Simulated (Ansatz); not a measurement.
Breaking the Zn1–Br3 bond in BrHZn (SMILES [ZnH][Br]) (multiplicity 1 held, fragments rigid). Energies count from the point at 2.258 Å.
Geometry at that point (charge 0, multiplicity 1):
```xyz
3

Zn     0.00000     0.00000    -1.17427
H      0.00000     0.00000    -2.69788
Br     0.00000     0.00000     1.08360
```

Signs of static correlation in def2-TZVPP, with CASSCF(6,4), from Ansatz (a quantum-chemistry and plane-wave program) runs.

```tsv
R (Å)	T1 of restricted CCSD	⟨S²⟩ of UHF	largest double amplitude of restricted CCSD	weight of the CASSCF reference in MRCISD	CASSCF natural occupations
1.806	0.014	0.000	0.035	0.906	2.00 2.00 1.99 0.01
2.032	0.014	0.000	0.030	0.906	2.00 2.00 1.99 0.01
2.258	0.015	0.000	0.037	0.905	2.00 2.00 1.99 0.01
2.484	0.015	0.000	0.044	0.905	2.00 2.00 1.98 0.02
2.709	0.016	0.000	0.058	0.905	2.00 2.00 1.97 0.03
3.048	0.019	0.000	___	0.906	2.00 2.00 1.95 0.05
3.387	0.023	0.000	0.113	0.906	2.00 2.00 1.92 0.08
3.951	0.039	0.803	___	0.906	2.00 2.00 1.80 0.20
4.516	0.069	0.971	0.295	0.907	2.00 2.00 1.52 0.48
5.193	0.125	1.011	0.612	0.908	2.00 2.00 1.23 0.77
6.096	0.182	1.019	1.095	0.908	2.00 2.00 1.07 0.93
7.225	0.197	1.020	1.311	0.908	2.00 2.00 1.02 0.98
```

Question: Some entries are withheld; supply them.

Answer: 
- 3.048, largest double amplitude of restricted CCSD: 0.085
- 3.951, largest double amplitude of restricted CCSD: 0.173

Doubts at one or more of the structures used: active orbitals that take no part (SC-NEVPT2 on CASSCF(6,4)/def2-TZVPP); a restricted determinant that unrestricted orbitals would lower (R-CCSD(T)/def2-TZVPP); T1 above 0.05 (R-CCSD(T)/def2-TZVPP, U-CCSD(T)/def2-TZVPP); other coupled-cluster roots lie near (R-CCSD(T)/def2-TZVPP); a spin-contaminated determinant (U-CCSD(T)/def2-TZVPP).
